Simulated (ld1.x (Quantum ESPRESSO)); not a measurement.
As: one change to a TM potential, before and after

```
Element                 : arsenic (As)
Generator               : ld1.x (Quantum ESPRESSO) 7.5
Type                    : norm-conserving Troullier–Martins (Kleinman–Bylander form)
Functional              : PBE
Relativity              : scalar-relativistic
Frozen core             : [Ar] 3d10
Valence charge          : 5
Reference configuration : 4s2 4p3
Partial waves           : 4p (bound): rc 1.40 bohr; 4d channel at -0.15 Ry: rc 1.50 bohr; 4s (bound): rc 1.20 bohr
Local potential         : the s channel
Core correction         : none
```

Change: core correction a·sin(br)/r model core inside 0.74 bohr.

Cutoffs: the cutoffs (Ry, on a coarse ladder) from which the occupation-weighted sum of valence levels, in a spherical-Bessel basis at the reference potential, stays within 10 and 1 mRy of its value at 400 Ry; they do not see the model core or the augmentation charge, which bear on the density cutoff. Errors are all-electron minus pseudo energies relative to the spin-unpolarised reference configuration.

Task: How do hardness, ghosts and transferability respond?

Result: The potential gets neither clearly harder nor softer (80 Ry and 180 Ry → 80 Ry and 180 Ry); both files keep a bound ghost (d, p); of the 7 tests that both files solve, the error grows in 5 and shrinks in 0 by more than 15 % and 0.3 meV (median size 5.1 → 30.1 meV). A model core, the more so a compact one, raises the density cutoff, which this test does not measure.

| quantity | base | changed |
| --- | --- | --- |
| cutoff, loose | 80 Ry | 80 Ry |
| cutoff, tight | 180 Ry | 180 Ry |
| bound ghosts | p, d | p, d |
| error for 4s2 4p2, meV [ΔE 9.15 eV] | -5.1 | -5.9 |
| error for 4s2 4p1, meV [ΔE 27.07 eV] | -19 | -30 |
| error for 4s2 4p0, meV [ΔE 54.77 eV] | -0.4 | -78 |
| error for 4s1 4p3, meV [ΔE 19.26 eV] | -4.9 | -34 |
| error for 4s1 4p4, meV [ΔE 9.42 eV] | +12 | -13 |
| error for 4s2 4p3.3, meV [ΔE -1.23 eV] | -0.1 | -0.1 |
| error for 4s1 4p0, meV [ΔE 105.42 eV] | +129 | -338 |
| s: phases at 1.64 bohr within 0.05 rad from the reference energy up to (Ry; the scan ends near 5) | 1.8 | 1.8 |
| p: phases at 1.64 bohr within 0.05 rad from the reference energy up to (Ry; the scan ends near 5) | 1.4 | 1.4 |
| d: phases at 1.64 bohr within 0.05 rad from the reference energy up to (Ry; the scan ends near 5) | 2.9 | 2.9 |

 A true bound ghost makes a file unfit for plane-wave use even where its test errors are small: the radial tests pick states by their node count and pass the ghost by.
